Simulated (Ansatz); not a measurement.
A nudged elastic band was laid between two geometries of CH$_{6}$AlFO$_{2}$ (11 atoms, charge 0, multiplicity 1).

Level of theory: RKS B3LYP/def2-SVP in Ansatz 0.2.0.

| Quantity | Value |
| --- | --- |
| movable images | 8 |
| climbing image | no |
| spring | 5.0 eV/Å² |
| optimiser | quadratic models (default) |
| start path | through a guess of the saddle point |
| force threshold | 0.05 eV/Å |
| iteration limit | 60 |
| end points | relaxed |

Initial state:

```xyz
11
Properties=species:S:1:pos:R:3
Al -0.076 0.120 0.439
C 1.069 1.140 -0.763
O -1.541 -0.859 -0.502
O 0.340 -1.458 1.051
H -2.385 -0.584 -0.108
F -1.128 1.000 1.431
H 0.483 1.857 -1.364
H 1.809 1.733 -0.195
H 1.633 0.500 -1.463
H -1.307 -1.720 -0.090
H 1.103 -1.729 1.565
```

Final state:

```xyz
11
Properties=species:S:1:pos:R:3
Al -0.584 -0.881 0.690
C 0.655 1.264 -0.765
O -1.408 -1.469 -0.667
O 0.878 -1.630 1.115
H -0.147 1.511 -0.051
F -1.303 0.234 1.704
H 0.230 1.052 -1.755
H 1.333 2.128 -0.821
H 1.244 0.397 -0.421
H -2.292 -1.198 -0.926
H 1.394 -1.408 1.895
```

**Question.** What changes between the two ends?

**Answer.** Bonds broken: Al1–C2, O3–H5. Bonds formed: C2–H5. CH6AlFO2 becomes AlFH2O2 + CH4.

**Question.** What energy profile does the band end with?

**Answer.** The forces met the threshold. The highest image is number 4 of 0 to 9, 1.36 eV above the first end and 1.71 eV above the last; the last end lies 0.35 eV below the first. The profile has 2 maxima (images 4, 8) with wells between them (image 7): this band takes more than one step, which may be the mechanism or a detour left from its start path. No image climbed, so the highest image needn't sit at the top of the path. The orbitals stay closed-shell, which can raise the energy where a bond breaks towards radicals; this wasn't checked here.

| image | path coordinate (Å) | energy (eV) | Al1–C2 (Å) | O3–H5 (Å) | C2–H5 (Å) |
| --- | --- | --- | --- | --- | --- |
| 0 | 0.00 | 0.00 | 1.95 | 0.97 | 3.92 |
| 1 | 1.07 | 0.12 | 1.94 | 0.99 | 3.53 |
| 2 | 2.14 | 1.02 | 1.94 | 1.85 | 3.23 |
| 3 | 3.21 | 1.33 | 1.96 | 2.96 | 2.91 |
| 4 | 4.28 | 1.36 | 1.99 | 3.27 | 2.20 |
| 5 | 5.34 | 0.56 | 2.28 | 2.99 | 1.21 |
| 6 | 6.41 | -0.29 | 2.74 | 3.23 | 1.10 |
| 7 | 7.48 | -0.34 | 2.96 | 3.47 | 1.10 |
| 8 | 8.55 | -0.32 | 2.93 | 3.30 | 1.10 |
| 9 | 9.61 | -0.35 | 2.87 | 3.29 | 1.10 |

**Question.** What is the geometry of the highest image?

**Answer.** 
```xyz
11
Properties=species:S:1:pos:R:3:forces:R:3
Al -0.155 -0.602 0.105 -0.01 0.00 0.02
C 0.799 0.936 -0.712 0.02 -0.01 -0.01
O -1.243 -1.398 -0.949 -0.01 0.00 -0.01
O 0.437 -1.509 1.431 -0.01 0.02 -0.01
H -0.931 1.499 0.532 -0.02 -0.03 0.01
F -1.389 0.827 1.017 -0.01 0.01 0.01
H 0.363 1.957 -0.641 0.00 -0.01 0.01
H 1.831 1.034 -0.334 0.00 0.00 0.00
H 0.861 0.742 -1.796 0.02 0.00 0.00
H -1.659 -2.239 -0.740 0.01 0.01 0.01
H 1.087 -1.249 2.087 0.01 0.00 -0.01
```

Time of the run: 8.6 min on 2 threads of Arm Neoverse V1, with other jobs on the host, peak memory 0.24 GiB.
